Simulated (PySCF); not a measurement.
Al2H4, SMILES [AlH2][AlH2].

Geometry optimised at TPSSh-D3(BJ)/def2-TZVP.

Two levels are set side by side: TDA-PBE/def2-TZVPD (PySCF) and TDA-LC-ωPBE/def2-TZVPD (PySCF). Vertical, same geometry. The lowest singlet is HOMO→LUMO 98 % with PBE and HOMO→LUMO 95 % with the other functional; states are paired by order. Differences are taken from unrounded values.

| quantity | TDA-PBE |
|---|---|
| lowest singlet excitation (eV) | 3.39 |
| lowest triplet excitation (TDA) (eV) | 2.62 |
| first bright state (f over 0.05) (eV) | 5.90 |
| its oscillator strength | 0.30 |

### Question
These are the TDA-PBE values. What does TDA-LC-ωPBE give? (Estimate from the structure and the level; the computed values follow.)

### Answer

```json
[
 {"quantity": "lowest singlet excitation (eV)", "TDA-LC-ωPBE": "3.92", "TDA-PBE minus TDA-LC-ωPBE": "-0.53"},
 {"quantity": "lowest triplet excitation (TDA) (eV)", "TDA-LC-ωPBE": "2.92", "TDA-PBE minus TDA-LC-ωPBE": "-0.30"},
 {"quantity": "first bright state (f over 0.05) (eV)", "TDA-LC-ωPBE": "6.56", "TDA-PBE minus TDA-LC-ωPBE": "-0.66"},
 {"quantity": "its oscillator strength", "TDA-LC-ωPBE": "0.12", "TDA-PBE minus TDA-LC-ωPBE": "0.18"}
]
```

A lower first singlet is the usual sign of a functional without exact exchange. Differences between two approximate levels are no errors against the true value.

Rough cost on one machine, each run with all the roots and properties that it gave: TDA-LC-ωPBE against TDA-PBE within a factor of 2.
